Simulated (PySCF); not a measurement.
First SCF of a structure search on singlet VNBr₂, at a hand-made trigonal pyramidal geometry. PySCF input:

```python
from pyscf import gto, scf, dft
mol = gto.M(atom='''
V      0.000000     0.000000     0.000000
N     -0.759300    -1.315200     0.807500
Br     2.189700     0.000000     1.164300
Br    -1.094900     1.896300     1.164300''',
    basis={'V': 'def2-SVP', 'N': 'def2-SVP', 'Br': 'def2-SVP'},
    charge=0, spin=0)
mf = dft.RKS(mol, xc='PBE0')
mf.grids.atom_grid = (50, 194)
aux = {'V': 'def2-universal-JKFIT', 'N': 'def2-universal-JKFIT', 'Br': 'def2-universal-JKFIT'}
mf = mf.density_fit(auxbasis=aux)
mf.conv_tol = 1e-08
mf.diis_space = 10
mf.max_cycle = 60
mf.init_guess = 'minao'
mf.verbose = 4
mf.kernel()
```

Excerpt of the output (cycles and frontier levels):

```
init E= -6143.07550903701
  HOMO = -0.335049868536105  LUMO = -0.257913807524953  gap/eV = 2.09898
cycle= 1 E= -6145.36331961363  delta_E= -2.29  |g|= 0.443  |ddm|=  2.8
  HOMO = -0.271418836355345  LUMO = -0.228046592610915  gap/eV = 1.18022
cycle= 2 E= -6143.27176000252  delta_E= 2.09  |g|= 3.52  |ddm|= 1.72
  HOMO = -0.259499956484216  LUMO = -0.142700579063685  gap/eV = 3.17827
cycle= 3 E= -6145.38949288613  delta_E= -2.12  |g|= 0.256  |ddm|= 1.49
  HOMO = -0.278258132813677  LUMO = -0.1759497125816  gap/eV = 2.78395
cycle= 4 E= -6145.39520911164  delta_E= -0.00572  |g|= 0.168  |ddm|= 0.365
  HOMO = -0.28243222241282  LUMO = -0.16301450990186  gap/eV = 3.24952
cycle= 5 E= -6145.40412003052  delta_E= -0.00891  |g|= 0.0498  |ddm|= 0.221
  HOMO = -0.281493421418498  LUMO = -0.161412624803665  gap/eV = 3.26756
cycle= 6 E= -6145.40462371549  delta_E= -0.000504  |g|= 0.0109  |ddm|= 0.0308
  HOMO = -0.281703532175191  LUMO = -0.162172379077591  gap/eV = 3.25261
cycle= 7 E= -6145.40467576672  delta_E= -5.21e-05  |g|= 0.00185  |ddm|= 0.0164
  HOMO = -0.28180349429091  LUMO = -0.162065761200509  gap/eV = 3.25823
cycle= 8 E= -6145.40467982562  delta_E= -4.06e-06  |g|= 0.00084  |ddm|= 0.00606
  HOMO = -0.281807263817453  LUMO = -0.161982368335509  gap/eV = 3.26060
cycle= 9 E= -6145.40468080635  delta_E= -9.81e-07  |g|= 0.000354  |ddm|= 0.00317
  HOMO = -0.281809266633394  LUMO = -0.16194493890843  gap/eV = 3.26167
cycle= 10 E= -6145.40468103519  delta_E= -2.29e-07  |g|= 0.000132  |ddm|= 0.00188
  HOMO = -0.281807859553179  LUMO = -0.161953771375758  gap/eV = 3.26140
cycle= 11 E= -6145.40468107008  delta_E= -3.49e-08  |g|= 4.3e-05  |ddm|= 0.000694
  HOMO = -0.28181001458816  LUMO = -0.161960505438099  gap/eV = 3.26127
cycle= 12 E= -6145.4046810782  delta_E= -8.12e-09  |g|= 2.01e-05  |ddm|= 0.000394
  HOMO = -0.281807808586314  LUMO = -0.161954242326046  gap/eV = 3.26138
Extra cycle  E= -6145.40468107685  delta_E= 1.35e-09  |g|= 0.000105  |ddm|= 9.17e-05
converged SCF energy = -6145.40468107685
```

No lower solution of this spin was found from smeared starts or by a stability analysis within the restricted form, which does not test spin polarisation.

Stability towards spin polarisation was not tested.

The search for the lowest solution, 2 starts and the stability check together, took 68 s on 2 threads of a shared Intel Xeon @ 2.50GHz (Skylake/Cascade Lake) host, with 109 basis functions; the process peaked at 0.5 GiB.
